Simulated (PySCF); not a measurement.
CH, doublet, at a GFN2-xTB geometry; PySCF with MP2/3-21G.

Here is a job for PySCF.
```python
from pyscf import gto, scf, mp

mol = gto.M(
    atom='''
C    -0.000000   -0.000000   -0.159079
H     0.000000    0.000000    0.954475
''',
    basis='3-21g',
    charge=0,
    spin=1,
    verbose=4,
)

mf = scf.UHF(mol)
mf.kernel()

pt = mp.MP2(mf, frozen=1)
pt.kernel()
print('E(MP2) = %.10f' % pt.e_tot)
```

Q: Write the output that PySCF gives for this input, abridged.

A: 
```
PySCF version 2.14.0

[INPUT] verbose = 4
[INPUT] num. atoms = 2
[INPUT] num. electrons = 7
[INPUT] charge = 0
[INPUT] spin (= nelec alpha-beta = 2S) = 1
[INPUT] symmetry False subgroup None
[INPUT] Mole.unit = angstrom
[INPUT] Symbol           X                Y                Z      unit          X                Y                Z       unit  Magmom
[INPUT]  1 C      0.000000000000   0.000000000000  -0.159079000000 AA    0.000000000000   0.000000000000  -0.300615742170 Bohr   0.0
[INPUT]  2 H      0.000000000000   0.000000000000   0.954475000000 AA    0.000000000000   0.000000000000   1.803696342744 Bohr   0.0

nuclear repulsion = 2.85128809695803
number of shells = 7
number of NR pGTOs = 18
number of NR cGTOs = 11
basis = 3-21g
ecp = {}

******** <class 'pyscf.scf.uhf.UHF'> ********
method = UHF
initial guess = minao
damping factor = 0
level_shift factor = 0
DIIS = <class 'pyscf.scf.diis.CDIIS'>
diis_start_cycle = 1
diis_space = 8
diis_damp = 0
SCF conv_tol = 1e-09
SCF conv_tol_grad = None
SCF max_cycles = 50
direct_scf = True
direct_scf_tol = 1e-13
number electrons alpha = 4  beta = 3
Set gradient conv threshold to 3.16228e-05
init E= -37.6926644025509

cycle= 1 E= -38.0330855576785  delta_E= -0.34  |g|= 0.152  |ddm|= 0.963
cycle= 2 E= -38.0506804386206  delta_E= -0.0176  |g|= 0.0388  |ddm|= 0.201
cycle= 3 E= -38.0516654708968  delta_E= -0.000985  |g|= 0.0131  |ddm|= 0.0447
cycle= 4 E= -38.0518741237693  delta_E= -0.000209  |g|= 0.00363  |ddm|= 0.0246
cycle= 5 E= -38.051895037443  delta_E= -2.09e-05  |g|= 0.00124  |ddm|= 0.00768
cycle= 6 E= -38.0518988808494  delta_E= -3.84e-06  |g|= 0.000463  |ddm|= 0.00498
cycle= 7 E= -38.0518996050325  delta_E= -7.24e-07  |g|= 6.97e-05  |ddm|= 0.00356
cycle= 8 E= -38.051899617396  delta_E= -1.24e-08  |g|= 4.75e-06  |ddm|= 0.000525
cycle= 9 E= -38.051899617423  delta_E= -2.7e-11  |g|= 7.54e-07  |ddm|= 1.97e-05
Extra cycle  E= -38.0518996174237  delta_E= -6.82e-13  |g|= 3.33e-07  |ddm|= 1.55e-06
converged SCF energy = -38.0518996174237  <S^2> = 0.75311229  2S+1 = 2.0031099

******** <class 'pyscf.mp.ump2.UMP2'> ********
nocc = (np.int64(3), np.int64(2)), nmo = (10, 10)
frozen orbitals 1
E(UMP2) = -38.0966822134002  E_corr = -0.0447825959764655
E(SCS-UMP2) = -38.1010934600243  E_corr = -0.0491938426005945
E_corr(same-spin) = -0.0052445452744201
E_corr(oppo-spin) = -0.0395380507020454
E(MP2) = -38.0966822134
```
